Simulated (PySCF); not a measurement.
Geometry (Å), atoms numbered from 1 in this order:
```xyz
18

C     2.4715    1.1545   -0.4430
C     2.2002   -0.1203   -0.1946
C     0.8703   -0.6988   -0.1074
C     0.7292   -1.9938    0.1830
Si   -0.6359    0.4113   -0.3978
P    -0.6101    2.2406    0.9228
N    -1.9736   -0.5335    0.1344
C    -3.1154   -0.7526   -0.3215
H     1.6964    1.8878   -0.6027
H     3.4848    1.5166   -0.4894
H     3.0186   -0.8145   -0.0348
H    -0.2407   -2.4531    0.2604
H     1.5811   -2.6339    0.3610
H    -0.6641    0.9127   -1.7846
H     0.2222    1.6953    1.8814
H    -1.7471    1.9269    1.6431
H    -3.4838   -0.3904   -1.2838
H    -3.8125   -1.3487    0.2619
```

All values are calculated (PySCF): GFN2-xTB geometry, σ from GIAO-PBE0/pcSseg-1. No solvent model, averaged over atoms made equivalent by symmetry, fast rotation or ring inversion, relativity neglected, single conformer.

Chemical shifts δ = σref − σ; $^{13}$C (σref 186.93) vs TMS, all at this level.

Task: Do the $^{13}$C shifts follow the atomic charges (in e)? Tabulate both.

Result: 
```csv
atoms,hybridisation,δ (ppm),σ para (ppm),Hirshfeld,IAO,Mulliken,ESP-fitted
C8,sp2,173.7,-238,+0.03,-0.08,+0.06,+0.38
C3,sp2,152.4,-229,-0.09,-0.26,-0.49,-0.24
C2,sp2,149.4,-215,-0.05,-0.13,-0.10,-0.07
C4,sp2,140.1,-206,-0.08,-0.28,-0.08,-0.33
C1,sp2,124.4,-195,-0.10,-0.32,-0.19,-0.39
```

Correlation coefficients of δ with charge over these carbons: Hirshfeld +0.85, IAO +0.85, Mulliken +0.30, ESP-fitted +0.91; with the paramagnetic shielding -0.96. With so few points these coefficients are fragile. Charge is one influence among several: hybridisation and low-lying excitations act through the paramagnetic term.

Shifts are as computed. Against solution values, carbons near 30 ppm lie about +3 ppm off and those near 130 ppm about +5 ppm. Of 1309 compounds with measured shifts, 239 miss one by over three times the rms of a fit or turn the order of signals round; such compounds aren't used in these exercises.
